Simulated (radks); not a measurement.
Results of a calculation; reference values are marked as such.
Cl+, 16 electrons, occupied as [He] 2s2 2p5.75 3s2 3p4 4p0.25 (fractional occupations, a model configuration). Level of theory: scalar-relativistic Kohn-Sham, PBE, spin-polarised, spherical densities, finite nucleus; open shells are filled with parallel spins first; Fermi nuclear charge, rms radius 3.3654 fm (a radial shooting solver on a logarithmic mesh with Libxc functionals).

Radial electron density D(r) = 4 pi r^2 rho(r):

r (bohr),D(r) (e/bohr),spin D(r)
0.003913,0.5694,-0.0000212
0.004483,0.7315,-0.0000261
0.005136,0.9371,-0.0000314
0.005884,1.197,-0.0000368
0.006795,1.544,-0.0000414
0.007785,1.955,-0.0000425
0.00892,2.464,-0.0000368
0.01022,3.088,-0.0000178
0.0118,3.894,0.0000293
0.01352,4.811,0.000119
0.01549,5.894,0.000286
0.01789,7.231,0.000604
0.0205,8.671,0.00113
0.02348,10.27,0.00200
0.0269,11.98,0.00344
0.03107,13.86,0.00595
0.0356,15.59,0.00975
0.04078,17.18,0.0157
0.04672,18.47,0.0248
0.05396,19.37,0.0395
0.06182,19.66,0.0602
0.07083,19.34,0.0900
0.08115,18.44,0.132
0.09371,17.00,0.192
0.1074,15.47,0.267
0.123,14.10,0.361
0.1421,13.24,0.478
0.1628,13.24,0.601
0.1865,14.09,0.724
0.2136,15.61,0.829
0.2467,17.42,0.898
0.2827,18.69,0.902
0.3238,18.97,0.836
0.371,17.92,0.705
0.4285,15.42,0.524
0.4909,12.21,0.362
0.5624,8.884,0.265
0.6495,6.007,0.284
0.7442,4.351,0.436
0.8526,3.767,0.701
0.9768,3.934,1.02
1.128,4.364,1.31
1.292,4.532,1.44
1.481,4.235,1.40
1.696,3.509,1.20
1.959,2.510,0.880
2.245,1.606,0.576
2.572,0.9070,0.334
2.946,0.4597,0.180
3.402,0.2115,0.0995
3.898,0.1114,0.0713
4.466,0.07462,0.0626
5.158,0.05929,0.0566
5.909,0.04733,0.0468
6.77,0.03369,0.0336
7.756,0.02055,0.0205
8.958,0.009923,0.00992
10.26,0.003953,0.00395
11.76,0.001209,0.00121
13.47,0.0002754,0.000275

D(r) has 3 maxima, at r = 0.0618, 0.311, 1.27 bohr, and minima at 0.153, 0.873 bohr, inside which lie 2.19, 10.10 electrons.
